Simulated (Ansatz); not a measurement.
Isolated molecules relaxed with PBE0-D4/def2-TZVP in Ansatz; ΔE leaves out vibrations. CCSD(T)/CBS adds triple-zeta CCSD(T) − MP2 to the extrapolated MP2 energy (def2 sets, frozen cores). DFT in def2-TZVPP. B3LYP here is the variant with VWN-RPA as its local correlation; programs differ in this. Elements past krypton have def2 core potentials. For Se, Sn outer-core shells are correlated without core-valence functions, which leaves a few kJ/mol of doubt a bond. Scalar relativity is left out up to krypton. One conformer a species, not always the lowest.

`C[Se][SiH2]N` + `[CH3][Sn][SH]` → `C[SiH2][Se]C` + `[NH2][Sn][SH]`  (redistribution)

```tsv
level	ΔE (kcal/mol)
BLYP-D4	-4.5
B3LYP	-3.9
CAM-B3LYP	-3.9
HF/def2-SVP	-1.7
CCSD/def2-SVP	-3.6
CCSD(T)/def2-SVP	-4.0
CCSD/def2-TZVPP	-3.0
CCSD/CBS(def2)	-3.5
```

(1) What does CCSD(T)/CBS give? (An estimate is asked.)

Largest T1 diagnostic among the species: 0.016.

Answers

(1) The calculation gave: -3.8 kcal/mol. The listed levels differ from it by -0.7, -0.1, -0.1, 2.1, 0.2, -0.2, 0.8, 0.3 kcal/mol.

In def2-TZVPP, CCSD(T) changes the Hartree–Fock value by −1.1 kcal/mol (the triples alone add −0.3 kcal/mol) and MP2 by −1.4 kcal/mol. Leaving LDA and LC-ωPBE aside and taking each functional with its dispersion term where it has one, the values, not all of them listed here, spread over 1.7 kcal/mol, from revPBE-D4 to BHLYP-D4.

CCSD(T)/CBS has its own doubt, a few kJ/mol and more with outer-core shells, so smaller differences from it don't rank the levels.
